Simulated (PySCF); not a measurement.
Cu2, SMILES [Cu][Cu], multiplicity 1. The structure is a stationary point at r2SCAN-D4/def2-TZVP. The spin state was assumed, not searched.

Computed equilibrium geometry at r2SCAN-D4/def2-TZVP (PySCF confirms it by a frequency run) as Cartesian coordinates in Å, and its point group:
point group D∞h.
```xyz
2

Cu     0.0000     0.0000    -1.1142
Cu     0.0000     0.0000     1.1142
```
